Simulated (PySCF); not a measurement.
Spinor energies of Nb (niobium, neutral)

Start: [Kr] 4d4 5s1; 4d5/2 filled at m_j = -1/2, +1/2, +3/2, +5/2; 5s1/2 filled at m_j = +1/2. Calculated with PySCF 2.14 in x2c-TZVPall-2c (8s9p7d1f, 77 functions): generalised Hartree-Fock with the X2C-1e Hamiltonian and a Gaussian nucleus; one run each with spin-orbit coupling (SO) switched off, then screened by Boettger's factors. This is a chosen level, not necessarily the ground level.

```csv
spinor shell,electrons,"ε, spin-free (eV)","ε, screened SO (eV)",weight of nominal j (screened SO),"rms radius, screened SO (bohr)"
1s1/2,2,-19087.0,-19086.1,1.000,0.0415
2s1/2,2,-2743.1,-2742.9,1.000,0.171
2p1/2,2,-2443.0,-2509.0,1.000,0.149
2p3/2,4,-2443.0,-2411.9,1.000,0.154
3s1/2,2,-489.14,-489.10,1.000,0.471
3p1/2,2,-388.23,-399.41,1.000,0.471
3d3/2,4,-223.28,-225.07,0.983,0.471
3d5/2,6,-223.28,-222.08,0.988,0.475
4s1/2,2,-72.170,-72.180,1.000,1.24
4p1/2,2,-42.964,-45.978,0.688,1.41
4p3/2,4,-42.964,-41.530,0.844,1.41
4d5/2,4,-7.879,-7.870,0.681,2.35
5s1/2,1,-6.246,-6.251,0.998,4.10
```

Where does 3p3/2 lie, and what is the 3p spin-orbit splitting (screened SO)?

At -383.00 eV, 16.413 eV above 3p1/2.

```tsv
quantity	spin-free	screened SO
E (hartree)	-3817.02795	-3817.43296
M_J	9/2	9/2
⟨J²⟩	24.760	24.761
⟨L²⟩	6.006	6.028
⟨S²⟩	8.754	8.751
```

Each row is a mean over spinors that exchange with the open shell spreads, by up to 6.793 eV (4p3/2).

Rows whose weight is well below 1 are mixtures of j = l ± 1/2: exchange outweighs spin-orbit coupling there, and the label is only the starting occupation.

Breit and QED terms are absent; they matter most for the inner s and p1/2 levels.

Densities and radii are taken from the X2C orbitals without a picture-change correction, which distorts them close to the nucleus.

Without spin-orbit coupling the j labels of p, d and f shells carry no meaning; the spin-free column gives the mean over the occupied spinors of each nl shell.
